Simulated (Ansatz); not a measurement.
`NC1O[SiH2][Se]1`. Charge 0, multiplicity 1. The geometry is a stationary point of PBE0-D4/def2-TZVP. It is one conformer, not always the lowest.

```xyz
10

N     0.143   -1.828   -0.276
C     0.084   -0.480   -0.651
O     0.859    0.424    0.151
Si   -0.259    1.568    0.603
Se   -1.782    0.265   -0.437
H     1.051   -2.233   -0.466
H    -0.108   -1.968    0.694
H     0.384   -0.373   -1.693
H    -0.371    1.727    2.075
H    -0.002    2.899    0.000
```

What is the dipole moment at B3LYP/def2-TZVPP? (An estimate is asked.)

The calculation gave: 1.21 D, with components (1.07, -0.26, 0.50) D in this frame, pointing from negative to positive charge.

And with PBE, r2SCAN, ωB97M-V? (An estimate is asked.)

Computed: PBE 1.30 D, r2SCAN 1.38 D, ωB97M-V 1.22 D.

Give the Mulliken charges with B3LYP, ωB97M-V, PBE in def2-TZVPP. (Estimate.)

The calculation gave: 
```
atom  B3LYP  ωB97M-V    PBE
  N1  -0.29    -0.25  -0.28
  C2   0.15     0.10   0.11
  O3  -0.39    -0.37  -0.31
 Si4   0.44     0.36   0.36
 Se5  -0.18    -0.16  -0.17
  H6   0.14     0.12   0.15
  H7   0.14     0.12   0.16
  H8   0.13     0.15   0.12
  H9  -0.07    -0.03  -0.07
 H10  -0.07    -0.03  -0.06
```

B3LYP here is the variant with VWN-RPA as its local correlation; programs differ in this.
